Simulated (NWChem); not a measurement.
# PbH₂O₂, singlet; SMILES [OH][Pb][OH]

```xyz
5

Pb     0.2721     0.0332     0.0000
O     -1.3084     1.4061     0.0000
H     -2.1408     0.9120     0.0000
O     -1.1213    -1.5558     0.0000
H     -0.7306    -2.4375     0.0000
```
Atoms are numbered in this order, from 1.

Low-valent species are run as closed-shell singlets; no triplet was tried in these runs. All runs use the structure optimised with PBE0/def2-SVP. Not confirmed as a minimum by frequencies. def2 effective core potentials on Pb; no spin-orbit coupling.

Symmetry labels are those of Cs in the frame above (b1 and b2, or b-type labels, depend on it).

Task: List the 4 lowest vertical singlet excitations from B3LYP/def2-SVPD with def2 effective core potentials on Pb, TDA (NWChem).

Result: 
| state | energy (eV) | oscillator strength | symmetry | leading excitation (squared amplitude) |
|---|---|---|---|---|
| S1 | 4.25 | 0.038 | a" | HOMO → LUMO (0.98) |
| S2 | 4.70 | 0.010 | a' | HOMO−1 → LUMO (0.87) |
| S3 | 4.87 | 0.000 | a" | HOMO−3 → LUMO (0.99) |
| S4 | 5.27 | 0.006 | a' | HOMO−2 → LUMO (0.84) |
